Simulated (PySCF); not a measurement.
Cl2O2W, multiplicity 1. Atoms are numbered in the order given.

```xyz
5

W      0.0000     0.0000     0.2017
O      0.0000    -1.3690     1.2346
O      0.0000     1.3690     1.2346
Cl    -1.9260     0.0000    -1.0201
Cl     1.9260     0.0000    -1.0201
```
Charge 0, spin multiplicity 1.

The structure is a stationary point at PBE-D3(BJ)/def2-SVP. The spin state was assumed, not searched. The isomer is the one that the SMILES or the coordinates give; other isomers of the formula were not compared. The def2 effective core potentials stand for the cores of W; spin–orbit coupling is left out.

All values below come from TDDFT-PBE/def2-SVPD (PySCF).

Vertical excitations.  State labels are in the subgroup C2v.

### Question
Give excitation energies, oscillator strengths and character. (Estimate from the structure and the level; the computed values follow.)

### Answer

| state | symmetry | energy (eV) | λ (nm) | f | main pairs |
|---|---|---|---|---|---|
| S1 | B2 | 4.17 | 297 | 0.004 | HOMO→LUMO 97 % |
| S2 | A2 | 4.59 | 270 | 0.000 | HOMO−1→LUMO 100 % |
| S3 | B1 | 4.65 | 267 | 0.000 | HOMO→LUMO+1 86 %, HOMO−2→LUMO 13 % |
| S4 | B1 | 4.88 | 254 | 0.030 | HOMO−2→LUMO 75 %, HOMO→LUMO+1 14 % |
| S5 | B2 | 4.88 | 254 | 0.000 | HOMO−3→LUMO 98 % |
| S6 | A1 | 5.04 | 246 | 0.001 | HOMO−4→LUMO 70 %, HOMO−1→LUMO+1 30 % |
| S7 | A2 | 5.11 | 243 | 0.000 | HOMO→LUMO+2 99 % |
| S8 | B2 | 5.26 | 236 | 0.002 | HOMO−2→LUMO+1 85 % |
| S9 | A1 | 5.39 | 230 | 0.015 | HOMO−1→LUMO+1 48 %, HOMO−2→LUMO+2 32 %, HOMO−4→LUMO 16 % |
| S10 | B1 | 5.41 | 229 | 0.000 | HOMO−3→LUMO+1 57 %, HOMO−5→LUMO 43 % |
| T1 | B2 | 3.82 | 324 | 0 | HOMO→LUMO 99 % |
| T2 | B1 | 4.30 | 288 | 0 | HOMO→LUMO+1 76 %, HOMO−2→LUMO 23 % |
| T3 | A2 | 4.41 | 281 | 0 | HOMO−1→LUMO 98 % |
| T4 | B1 | 4.42 | 280 | 0 | HOMO−2→LUMO 76 %, HOMO→LUMO+1 23 % |
Triplets are in the Tamm–Dancoff approximation, which puts them higher than full response would, so one can lie above its singlet here.
